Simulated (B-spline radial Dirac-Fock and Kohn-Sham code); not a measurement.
**Binding energies of Pt at several levels of theory**

System: neutral platinum in the configuration [Xe] 4f14 5d10 (not the ground configuration).

The density-functional columns are spherical, spin-unpolarised Dirac-Kohn-Sham results without Breit or QED terms: −ε is minus the orbital energy of the initial state and ΔSCF the difference of two total energies. The reference in the last column comes from relaxed Dirac-Fock hole states (ΔSCF) with Breit and QED corrections and a finite nucleus. All numbers are from a radial finite-basis atomic code, in eV; a selection of levels is shown. For the 1s level of heavy atoms much of the gap between ΔSCF and the reference is the Breit and QED part, -416.8 eV here; for other levels the error of the functional can be larger.

```tsv
level	LDA −ε	LDA ΔSCF	Dirac-Fock
K	78206.7	78801.2	78394.7
L1	13728.7	13836.3	13891.7
L2	13166.5	13306.4	13277.5
L3	11439.5	11557.0	11568.1
M1	3222.3	3252.0	3308.6
M2	2968.3	3000.6	3035.8
M3	2588.8	2617.4	2655.7
M4	2162.6	2197.7	2207.3
M5	2080.7	2114.5	2126.9
N1	689.8	702.3	735.8
N2	581.9	594.3	619.7
N3	491.2	502.9	528.8
N4	313.7	325.1	338.9
N5	296.8	308.0	321.9
N6	69.81	80.40	77.15
N7	66.35	76.82	73.82
O1	99.53	105.9	111.3
O2	65.00	71.06	73.19
O3	49.98	55.75	58.56
O4	5.53	10.36	7.53
O5	4.27	8.98	6.33
```

Values without a named source are computed, but for edge energies of neutral atoms, which are taken from tables.
